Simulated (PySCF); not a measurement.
C₄H₁₁NSi, SMILES CC/N=C(\C)[SiH3]. Heavy atoms are numbered as in [CH3:1][CH2:2]/[N:3]=[C:4](\[CH3:5])[SiH3:6]. Hydrogens are named by the atom that carries them.

Geometry optimised at r2SCAN-D4/def2-SVP. The structure was generated by enumeration; whether it is a known compound was not checked. Other conformers were not sampled.

Level of theory: KT2/pcSseg-1 (PySCF).

GIAO shieldings, no solvent; atoms alike by connectivity are averaged. δ = σ(ref) − σ: ¹³C against TMS (σ = 185.1 ppm); ¹⁵N against NH3 (σ = 266.2 ppm); ²⁹Si against TMS (σ = 361.9 ppm); ¹H against TMS (σ = 31.47 ppm), references at their B3LYP-D3(BJ)/def2-TZVP geometries, non-relativistic.

Computed chemical shifts:
```csv
nucleus,atoms,count,δ (ppm)
¹³C,C4,1,176.7
¹³C,C2 (CH2),1,53.1
¹³C,C5 (CH3),1,22.1
¹³C,C1 (CH3),1,20.7
¹⁵N,N3,1,428.7
²⁹Si,Si6 (SiH3),1,-71.4
¹H,H on Si6,3,4.51
¹H,H on C2,2,3.44
¹H,H on C5,3,2.21
¹H,H on C1,3,1.80
```
